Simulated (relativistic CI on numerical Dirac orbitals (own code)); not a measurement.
# Ce²⁺: calculation against measurement

Method of calculation: Dirac-Coulomb-Breit CI, KLI orbitals optimised for each configuration, model QED, valence Slater integrals scaled by 0.85, P86 correlation energy added to each configuration (own radial code, finite nucleus).

Configuration list (outside the closed core [Xe]): 4f2, 4f.6s, 5d2, 4f.6p, 5d.6s, 4f.6d, 4f.7s, 6s2, 5d.6p, 4f.5f, 4f.7p, 5d.5f, 6s.6p, 4f.8s, 4f.7d, 4f.5g, 4f.6f, 4f.8p, 5f2, 5d.5g, 4f.8d, 5g2, 6p2, 5f.6s. The list is cut by size and lacks configurations that can hold low levels.

```tsv
Configuration	Term (tabulated)	J	Measured (cm⁻¹)	Computed	Error	Purity (%)
4f2	3H	4	0.0	0	0	96
4f2	3H	5	1528.3	1399	-130	99
4f2	3H	6	3127.1	2870	-257	99
4f2	3F	2	3762.8	3970	207	95
4f2	3F	3	4764.8	4869	105	97
4f2	1D	2	12835.1	13738	903	85
4f2	3P	0	16072.0	17204	1132	87
4f2	3P	1	16523.7	17642	1119	88
4f2	3P	2	17317.5	18378	1060	84
4f2	1I	6	17420.6	19059	1639	100
4f.6s	(5/2,1/2)°	2	19236.2	15745	-3492	100
4f2	1S	0	32838.6	32550	-289	67
5d2	3F	2	40440.2	32211	-8229	95
5d2	3F	3	41938.5	33401	-8537	97
5d2	3F	4	43517.5	34744	-8773	96
5d2	1D	2	46889.8	39785	-7104	77
5d2	3P	0	48076.0	42105	-5971	87
4f.6p	(5/2,1/2) †	3	48267.0	43794	-4473	48
4f.6p	(5/2,1/2) †	2	48404.9	43622	-4783	44
5d2	3P	1	48674.1	42489	-6185	87
5d2	3P	2	50043.8	43311	-6733	62
4f.6p	(7/2,1/2)	3	50375.0	45376	-4999	46
4f.6p	(5/2,3/2) †	3	51262.2	46315	-4947	47
4f.6p	(5/2,3/2) †	2	51640.7	46107	-5534	45
4f.6p	(5/2,3/2) †	1	51932.3	46074	-5858	84
4f.6p	(7/2,3/2)	3	53616.0	48039	-5577	41
4f.6p	(7/2,3/2) †	5	54193.8	49325	-4869	100
4f.6p	(7/2,3/2) †	2	54556.5	48789	-5768	61
5d.6s	3D	1	63335.4	58141	-5194	84
5d.6s	3D	2	64010.7	58732	-5278	82
5d.6s	3D	3	65550.7	59999	-5551	86
5d2	1S	0	67730.3	64814	-2916	64
5d.6s	1D	2	70433.1	65429	-5004	82
```

Measured levels from Martin, Zalubas and Hagan, Atomic Energy Levels: The Rare-Earth Elements, NSRDS-NBS 60 (1978); pairs were made by configuration, J and term (by order where the table uses no LS term), so strongly mixed levels may be paired wrongly.

Mean error by configuration (cm⁻¹): 4f2 549; 4f.6s -3492; 5d2 -6806; 4f.6p -5288; 5d.6s -5257. Over the excited levels the mean absolute error is 3855 cm⁻¹ (32 of the 64 excited levels that our extract of the source holds in range could be paired, and the others can miss by more), and the median relative error of those above 1,000 cm⁻¹ is 8.5 %. Some levels of the ground configuration have no partner. † marks terms whose computed intervals miss the measured ones by more than a factor of 2.5, or configurations far off the rest, from wrong mixing, a near crossing or a doubtful label or measurement; they are left out of the means.
